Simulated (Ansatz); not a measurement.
Job for Ansatz (a first-principles code): U-B3LYP-D3(BJ)/def2-TZVP on H3Si (SMILES [SiH3]).

Ansatz 0.2 input:
```yaml
crystal:
  periodic: [false, false, false]
  atoms:
    - {symbol: Si, position_ang: [0.00000007, 0.00000000, 0.34126738]}
    - {symbol: H, position_ang: [1.41129820, -0.00000000, -0.11372244]}
    - {symbol: H, position_ang: [-0.70564914, 1.22221992, -0.11372247]}
    - {symbol: H, position_ang: [-0.70564914, -1.22221992, -0.11372247]}
basis:
  gaussian:
    orbitals: def2-TZVP
hamiltonian:
  xc: b3lyp
  dispersion: d3bj
magnetization: {spin_polarized: true, initial_magnetization: 1}
accuracy: high
phonons: {}
```

Task: Give the final energy of this run.

Result: -291.2651 hartree.

Task: How many basis functions does it have, and what does it roughly cost on one machine?

Result: 55 functions; very roughly 40 core-seconds.
